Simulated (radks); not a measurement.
The numbers below are computed, except where a source is named.
Initial-state core-level shifts of neutral tin when its valence configuration changes from [Kr] 4d10 5s2 5p2. Level of theory: scalar-relativistic Kohn-Sham, PBEsol, spin-unpolarised, spherical densities, point nucleus (a radial shooting solver on a logarithmic mesh with Libxc functionals). Shifts are changes of the shell-averaged eigenvalues in eV (positive: less bound).

| valence | 2s | 3s | 3p | 3d |
|---|---|---|---|---|
| 4d10 5s1 5p3 | -1.525 | -1.545 | -1.544 | -1.541 |
| 4d10 5p4 | -2.951 | -2.993 | -2.992 | -2.986 |
| 4d9.5 5s2 5p2.5 | -4.028 | -3.897 | -3.897 | -3.925 |
| 4d9.5 5s1 5p3.5 | -5.488 | -5.377 | -5.376 | -5.402 |
| 4d8 5s2 5p4 | -16.553 | -15.903 | -15.904 | -16.037 |
| 4d10 5s1.5 5p2.5 | -0.776 | -0.786 | -0.786 | -0.785 |
| 4d9 5s2 5p3 | -8.127 | -7.844 | -7.845 | -7.904 |
| 4d9.5 5s1.5 5p3 | -4.770 | -4.648 | -4.648 | -4.675 |
| 4d8.5 5s2 5p3.5 | -12.302 | -11.846 | -11.846 | -11.941 |
